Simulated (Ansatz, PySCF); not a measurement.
Pair of molecules: C2H6 (SMILES CC) (first 8 atoms) with CH3Br (SMILES CBr); geometry from B3LYP-D3(BJ)/def2-TZVP, rigid monomers moved along the line of their centres of mass till C2···H11 is 2.67 Å.
(charge 0, multiplicity 1):
```xyz
13

C      0.7162    -0.4709     0.1097
C     -0.5395     0.3000     0.5056
H      0.5301    -1.1220    -0.7468
H      1.0769    -1.0946     0.9295
H      1.5270     0.2085    -0.1584
H     -0.8938     0.9289    -0.3134
H     -0.3480     0.9502     1.3611
H     -1.3557    -0.3761     0.7715
C      0.1721    -1.0687     3.6732
Br     1.4415     0.4203     3.6518
H     -0.5626    -0.8830     2.8981
H     -0.2876    -1.0937     4.6548
H      0.7291    -1.9781     3.4773
```

Monomers are frozen at their geometry in the pair; levels with a basis set take the counterpoise correction. Rows marked so take none.

Frozen-core correlation. Filled d and f shells under p-block atoms count as core. Rows in 6-31G* carry no dispersion term and start afresh at each structure (6-31G* with six Cartesian d functions); the Pople sets are all-electron and without relativity.

The values were computed with Ansatz (Gaussian basis) for Hartree–Fock, density functionals and correlated methods; PySCF for 6-31G* rows. Values without a source in brackets are computed.

Predict the interaction energy from HF/6-31G* (no counterpoise).

2.8 kcal/mol

Give the interaction energy at the level CCSD(T)/aug-cc-pVDZ.

-0.5 kcal/mol

What is the computed interaction energy (B3LYP/6-31G*)?

2.0 kcal/mol

Ansatz is a program for electronic structure.
